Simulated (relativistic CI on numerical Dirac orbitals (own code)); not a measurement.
## Pd2+: M2,3 absorption edge

Computed with this model: Dirac-Coulomb-Breit CI, KLI orbitals optimised for each configuration, a model potential for QED, multiplet model of core-to-valence dipole absorption, unscaled Slater integrals; configurations [Kr] 4d8 → [Ne] 3s2 3p5 3d10 4s2 4p6 4d9; 80 K; Lorentzian 1.2 eV and Gaussian 0.4 eV FWHM. Energies are those of the free ion, without screening or charge transfer. The branching ratio is the share of the lower-energy edge in the whole absorption, uncertain by about 0.02 where the edges overlap. S is read from ⟨S²⟩ = S(S + 1).

Field parameters in Wybourne normalisation: D4h B²₀ = −7Ds, B⁴₀ = 21(Dq − Dt), B⁴₄ = 21√(5/14) Dq; Oh B⁴₀ = 21Dq, B⁴₄ = √(5/14) B⁴₀; Td as Oh with Dq negative (B⁴₀ = 21Dq, B⁴₄ = √(5/14) B⁴₀). The field is a parameter set, without covalency.

Computed curve for Oh, 10Dq = 34900 cm⁻¹, scaled to 100 at the maximum (points under 2 are left out and the grid is thinned):

(Energy (eV), Intensity): (533.25, 2.1), (533.50, 2.3), (533.75, 2.6), (534.00, 2.9), (534.25, 3.3), (534.50, 3.9), (534.75, 4.5), (535.00, 5.3), (535.25, 6.3), (535.50, 7.7), (535.75, 9.6), (536.00, 12.2), (536.25, 16.0), (536.50, 21.7), (536.75, 30.7), (537.00, 44.7), (537.25, 64.9), (537.50, 86.9), (537.75, 100.0), (538.00, 97.7), (538.25, 82.4), (538.50, 62.2), (538.75, 44.8), (539.00, 32.1), (539.25, 23.1), (539.50, 16.9), (539.75, 12.8), (540.00, 10.0), (540.25, 8.0), (540.50, 6.5), (540.75, 5.5), (541.00, 4.6), (541.25, 4.0), (541.50, 3.5), (541.75, 3.2), (542.00, 2.9), (542.25, 2.6), (542.50, 2.3), (542.75, 2.1), (563.75, 2.1), (564.00, 2.5), (564.25, 3.1), (564.50, 4.0), (564.75, 5.2), (565.00, 7.0), (565.25, 9.8), (565.50, 14.3), (565.75, 21.1), (566.00, 29.3), (566.25, 34.9), (566.50, 33.6), (566.75, 26.4), (567.00, 18.3), (567.25, 12.4), (567.50, 8.6), (567.75, 6.2), (568.00, 4.7), (568.25, 3.6), (568.50, 2.9), (568.75, 2.3)

The ground state has S = 1.00, and the centroid lies at 544.73 eV.
